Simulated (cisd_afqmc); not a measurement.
Input (AFQMC/CISD/cc-pVDZ; cisd_afqmc is a phaseless AFQMC code with CISD trial states that reads the integrals written by Ansatz):

Ansatz 0.2 input:
```python
import cisd_afqmc

open("ham.yaml", "w").write("""\
crystal:
  periodic: [false, false, false]
  atoms:
    - {symbol: Br, position_ang: [-0.00000000, -0.00000000, -1.76654860]}
    - {symbol: B, position_ang: [0.00000000, 0.00000000, 0.00000000]}
    - {symbol: Br, position_ang: [0.00000000, 0.00000000, 1.76654860]}
basis:
  gaussian:
    orbitals: cc-pVDZ
total_charge: 1
magnetization: {spin_polarized: false}
correlation: {method: ccsd, electrons: outside_noble_gas, hamiltonian_folder: ham}
""")
rep = cisd_afqmc.ansatz("ham.yaml")
e_ccsd = rep["correlation"]["coupled_cluster"]["energy"]["hartree"]
out = cisd_afqmc.run("ham", e_ccsd, trial="CISD", walkers=200, populations=8, threads=8, dt=0.005, steps=40, early=24, settle=10, least=32,
    cut=5e-5, rank_cut=2e-4, target=0.0004, seconds=1500, seed=1, memory=17280, gpu=False)
```

Output:

```
orbitals 39, occupied [8], factors 209 of 763, rank of the doubles 131 of 248
E(HF) = -5169.206524
E(CCSD) on the cut factors = -5169.524678, shift to the whole factors -0.000000
Energy of the trial state on the determinant = -5169.524728
  tau behind 7.2 of longer steps, mean of the populations' last blocks
   2.0  -5169.53733
   4.0  -5169.53657
   6.0  -5169.53822
   8.0  -5169.53916
  10.0  -5169.53927
  12.0  -5169.53967
blocks 536 (0 outliers left out), error by blocks joined: 1: 0.00015, 2: 0.00020, 4: 0.00025, 8: 0.00031, 16: 0.00039
E(AFQMC/CISD) = -5169.53845 +/- 0.00039
```

The error still grows at the longest joins of blocks, or few joins were possible, so the printed bar may be too narrow.
